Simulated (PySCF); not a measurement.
Molfile (atoms numbered from 1):
```
CH7ClSi2
     RDKit          3D

 11 10  0  0  0  0  0  0  0  0999 V2000
   -1.5423   -0.5493    0.3106 Si  0  0  0  0  0  4  0  0  0  0  0  0
   -0.1445    0.5614   -0.3631 C   0  0  0  0  0  0  0  0  0  0  0  0
    1.6608   -0.0206   -0.1538 Si  0  0  0  0  0  4  0  0  0  0  0  0
   -0.2762    2.1317    0.5135 Cl  0  0  0  0  0  0  0  0  0  0  0  0
   -1.3138   -0.7600    1.7372 H   0  0  0  0  0  0  0  0  0  0  0  0
   -1.4928   -1.8144   -0.4239 H   0  0  0  0  0  0  0  0  0  0  0  0
   -2.8178    0.1284    0.0863 H   0  0  0  0  0  0  0  0  0  0  0  0
   -0.3368    0.8075   -1.4078 H   0  0  0  0  0  0  0  0  0  0  0  0
    1.9148   -0.2246    1.2695 H   0  0  0  0  0  0  0  0  0  0  0  0
    1.8111   -1.2702   -0.9014 H   0  0  0  0  0  0  0  0  0  0  0  0
    2.5430    1.0127   -0.6930 H   0  0  0  0  0  0  0  0  0  0  0  0
  1  2  1  0
  2  3  1  0
  2  4  1  0
  1  5  1  0
  1  6  1  0
  1  7  1  0
  2  8  1  0
  3  9  1  0
  3 10  1  0
  3 11  1  0
M  END
```

Calculated, not measured (PySCF 2.14.0 with density-fitted response routines): structure optimised with GFN2-xTB, shielding tensors at PBE0/pcSseg-1 (GIAO). One conformer, gas phase, non-relativistic Hamiltonian, fast rotation and ring inversion assumed for equivalent nuclei.

Chemical shifts δ = σref − σ; 13C (σ = 186.93 ppm), 1H (σ = 31.72 ppm), 29Si (σ = 349.16 ppm) vs TMS; 35Cl (σ = 949.78 ppm) vs HCl, all at this level.

| atoms | nucleus | count | δ (ppm) |
| --- | --- | --- | --- |
| Cl4 | 35Cl | 1 | ? |
| C2 | 13C | 1 | 25.0 |
| Si1/Si3 | 29Si | 2 | -63.0 |
| H8 | 1H | 1 | 2.84 |
| H5/H6/H7/H9/H10/H11 | 1H | 6 | ? |

Task: Estimate the values marked ?.

Result: 
- H5/H6/H7/H9/H10/H11: 4.10 ppm, hydrogen on a silicon bonded to C
- Cl4: 81 ppm, chlorine bonded to C

Carbons that carry Cl, above all several Cl atoms, come out too deshielded, partly because spin–orbit coupling is missing. Shifts are as computed. Against solution values, carbons near 30 ppm lie about +3 ppm off and those near 130 ppm about +5 ppm; carbons on Cl a further +6 ppm. Of 1211 compounds with measured shifts, 218 miss one by over three times the rms of a fit or turn the order of signals round; such compounds aren't used in these exercises.
